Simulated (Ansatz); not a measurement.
`CO[SiH2][SiH3]` and `CN[SiH2]OC` differ in one atom or group.

Ansatz, PBE0-D4/def2-TZVP geometries, multiplicity 1. Each molecule was computed in one conformer, which needn't be the lowest.

| property | `CO[SiH2][SiH3]` |
| --- | --- |
| HOMO energy (ωB97M-V/def2-TZVPP) / eV | -10.19 |
| HOMO–LUMO gap (B3LYP/def2-TZVPP) / eV | 7.55 |
| HOMO energy (B3LYP/def2-TZVPP) / eV | -7.92 |
| HOMO–LUMO gap (ωB97M-V/def2-TZVPP) / eV | 11.74 |
| HOMO energy (PBE0/def2-TZVPP) / eV | -8.12 |
| size of the dipole moment (B3LYP/def2-TZVPP) / D | 1.13 |

(1) What does the change do to each property? (Best estimate.)

## Answers

(1) Computed: 
| property | `CN[SiH2]OC` | shift |
| --- | --- | --- |
| HOMO energy (ωB97M-V/def2-TZVPP) / eV | -9.31 | 0.88 |
| HOMO–LUMO gap (B3LYP/def2-TZVPP) / eV | 7.22 | -0.33 |
| HOMO energy (B3LYP/def2-TZVPP) / eV | -6.71 | 1.21 |
| HOMO–LUMO gap (ωB97M-V/def2-TZVPP) / eV | 11.58 | -0.16 |
| HOMO energy (PBE0/def2-TZVPP) / eV | -6.94 | 1.18 |
| size of the dipole moment (B3LYP/def2-TZVPP) / D | 1.91 | 0.78 |

With PBE0 the HOMO rises by 1.18 eV and the LUMO rises by 1.01 eV, so the gap narrows by about 0.17 eV. PBE moves the HOMO by 1.12 eV and ωB97M-V by 0.88 eV. Dipoles are sizes alone; their direction can turn.

B3LYP here is the variant with VWN-RPA as its local correlation; programs differ in this.
